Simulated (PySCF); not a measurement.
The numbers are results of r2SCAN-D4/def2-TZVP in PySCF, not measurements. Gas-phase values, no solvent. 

Reference species (SMILES): `[SiH3][Ga]([SiH3])[SiH3]` (neutral, multiplicity 1).

| Property | Result |
|---|---|
| HOMO–LUMO gap | 3.27 eV |
| dipole moment | 0.03 D |

Changed species: `[SiH3][GaH][SiH3]` (whole molecule; the reference has whole molecule).

**Question.** Predict the effect on the HOMO–LUMO gap and dipole moment.

**Answer.** the HOMO–LUMO gap increases by 0.23 eV, to 3.50 eV; the dipole moment rises by 0.14 D, to 0.17 D.
